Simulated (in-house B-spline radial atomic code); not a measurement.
Successive ionisation energies of palladium; each step leads to the configuration of the next row (after the last: bare). NIST's values go from ground level to ground level; the uncertainty of those that are theory runs from under 0.1 % in few-electron ions to several per cent in heavy many-electron ones. Computed with a B-spline radial code for spherical atoms: non-relativistic Hartree-Fock, average of the configuration, point nuclei.

This level leaves out relativity, spin-orbit splitting included, which matters for heavy ions.

```tsv
ion	configuration	ionisation energy (eV)	tabulated value (eV)	tabulated kind	computed minus tabulated (eV)	highest orbital	largest mean radius (bohr)
Pd32+	[Ne] 3s2 3p2	1914.1	1962	semi-empirical	-48	3p	0.34415
Pd33+	[Ne] 3s2 3p1	1985.0	2016	semi-empirical	-31	3p	0.34196
Pd34+	[Ne] 3s2	2118.3	2181	semi-empirical	-63	3s	0.33981
Pd35+	[Ne] 3s1	2190.2	2248.87	semi-empirical	-59	3s	0.33743
Pd36+	[He] 2s2 2p6	5267.8	5284	semi-empirical	-16	2p	0.1405
Pd37+	[He] 2s2 2p5	5462.0	5475	semi-empirical	-13	2p	0.13953
Pd38+	[He] 2s2 2p4	5658.9	5683	semi-empirical	-24	2p	0.13859
Pd39+	[He] 2s2 2p3	5858.6	5880	semi-empirical	-21	2p	0.13765
Pd40+	[He] 2s2 2p2	6061.2	6242	semi-empirical	-181	2p	0.13672
Pd41+	[He] 2s2 2p1	6266.5	6469	semi-empirical	-203	2p	0.13581
Pd42+	[He] 2s2	6523.5	6759	semi-empirical	-235	2s	0.1349
Pd43+	[He] 2s1	6706.1	6943.097	tabulated theory	-237	2s	0.13407
Pd44+	1s2	28010.3	28776.03	tabulated theory	-766	1s	0.032877
Pd45+	1s1	28789.6	29622.68	tabulated theory	-833	1s	0.032609
```

(1) Where is the largest jump?

(2) How far is this level of theory from the measured and semi-empirical values?

Results:

(1) From Pd43+ to Pd44+, by a factor of 4.18 (6706.1 to 28010 eV); the highest orbital goes from 2s to 1s.

(2) Over those 11 rows the differences run from -235 to -13 eV (mean absolute value 81 eV). The calculation leaves out relativity, correlation and, in open shells, the multiplet splittings that an average leaves out.
